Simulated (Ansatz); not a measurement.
Geometry optimisation, RKS B3LYP/def2-SVP (Ansatz 0.2.0).

Input:

```yaml
crystal:
  periodic: [false, false, false]
  atoms:
    - { symbol: Si, position_ang: [0.172718, 0.075849, -0.04526] }
    - { symbol: Cl, position_ang: [0.372838, 0.045303, 2.075841] }
    - { symbol: H, position_ang: [1.576238, 0.163663, -0.526352] }
    - { symbol: "N", position_ang: [-0.681448, 1.414913, -0.680255] }
    - { symbol: H, position_ang: [-1.671195, 1.524434, -0.486748] }
    - { symbol: H, position_ang: [-0.205491, 2.291888, -0.849068] }
    - { symbol: H, position_ang: [-0.447774, -1.224448, -0.376003] }
    - { symbol: F, position_ang: [-2.483874, -0.098738, 0.828489] }
    - { symbol: H, position_ang: [-2.160413, -0.063364, 1.696855] }
basis:
  gaussian: { orbitals: def2-SVP }
hamiltonian:
  xc: b3lyp
relax:
  f_tol: 0.03
  max_steps: 50
```

Run as:

```bash
$ ansatz run input.yaml --threads 2 --pin off --max-ram 3072MiB --backend cpu --events-out ev --progress --plain --runs-dir out
```

Q: Where does it end, and by what steps?

A: The run converged. After 6 steps the energy has fallen by 0.118 eV; F8 moved furthest, 0.47 Å.

```
step  energy less start (eV)  largest force component (eV/Å)  accepted
   0                  0.0000                           0.441       yes
   1                 -0.0234                           1.719       yes
   2                 -0.0471                           1.579       yes
   3                 -0.0863                           0.999       yes
   4                 -0.1101                           0.191       yes
   5                 -0.1066                           0.653        no
   6                 -0.1182                           0.026       yes
```

```xyz
9
Properties=species:S:1:pos:R:3
Si 0.258 0.036 -0.122
Cl 0.187 -0.122 2.013
H 1.685 0.275 -0.445
N -0.686 1.324 -0.731
H -1.686 1.302 -0.537
H -0.324 2.273 -0.715
H -0.243 -1.272 -0.599
F -2.726 0.195 1.097
H -1.993 0.119 1.676
```

Whether the end is a true minimum wasn't checked by a vibrational analysis.

Run time: 15 s on 2 threads of Arm Neoverse V2 (shared host), peak memory 0.18 GiB.
